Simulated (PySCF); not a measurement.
Molecule: `InChI=1S/C6H13F/c1-6(2)4-3-5-7/h6H,3-5H2,1-2H3`.

Bonds (- single, = double, # triple, : aromatic): C1-C2, C2-C3, C2-C4, C4-C5, C5-C6, C6-F7. C1 carries H8, H9, H10; C2 carries H11; C3 carries H12, H13, H14; C4 carries H15, H16; C5 carries H17, H18; C6 carries H19, H20.

Frames of a GFN2-xTB Langevin trajectory at 400 K; GIAO PBE0/pcSseg-1 shieldings in PySCF 2.14.0 with density-fitted response routines, gas phase, non-relativistic; equivalent atoms averaged within each frame.

Referencing at the same level of theory: ¹³C (186.93 ppm), ¹H (31.72 ppm) vs TMS; ¹⁹F (170.95 ppm) vs CFCl3. The references are static minima.

Task: How do the shifts (ppm) fluctuate along the trajectory?

Result: 
```csv
time (fs),C6,C2,C4,C5,C1/C3,F7,H19/H20,H11,H17/H18,H8/H9/H10/H12/H13/H14
optimised geometry,87.1,32.6,39.4,34.4,24.9,-251.9,4.77,1.36,1.52,0.98
250,87.5,39.4,39.0,38.2,27.0,-245.2,4.38,2.35,2.27,1.39
425,95.2,43.8,31.6,34.0,24.4,-243.3,5.99,1.65,2.01,1.13
625,101.6,46.9,42.7,35.2,25.7,-212.9,4.97,2.57,1.67,0.99
800,86.1,34.2,27.9,35.4,27.8,-251.9,4.83,-0.21,0.88,1.42
1000,90.3,23.9,37.2,40.0,23.4,-222.0,5.01,1.63,1.20,1.23
mean of frames,92.1,37.6,35.7,36.6,25.7,-235.1,5.04,1.60,1.60,1.23
standard deviation,6.3,9.0,5.9,2.5,1.8,16.7,0.59,1.09,0.57,0.18
```

5 frames give an uncertainty of the mean of about the standard deviation over 2.2 at best, since frames this close in time may not be independent; classical motion lacks zero-point vibration, and the reference would need the same averaging.
